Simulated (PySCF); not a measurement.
A calculated (M06-L, PySCF 2.14, aug-cc-pVDZ-X2C, the spin-free X2C one-electron Hamiltonian (Gaussian nucleus)) atom or ion has these occupied shells.

```
shell  electrons  orbital energy (eV)  rms radius, mean of both spins (bohr)
 1s α          1              -3566.2                                 0.0937
 1s β          1              -3566.0                                 0.0937
 2s α          1              -388.98                                  0.418
 2s β          1              -388.86                                  0.418
 2p α          3              -312.72                                  0.388
 2p β          3              -312.43                                  0.388
 3s α          1              -60.746                                   1.35
 3s β          1              -58.615                                   1.35
 3p α          3              -42.216                                   1.53
 3p β          2              -40.668                                   1.53
```

Q: Name the element and its charge.

A: K²⁺ (potassium, charge +2), in [Ne] 3s2 3p5, 2P determinant.
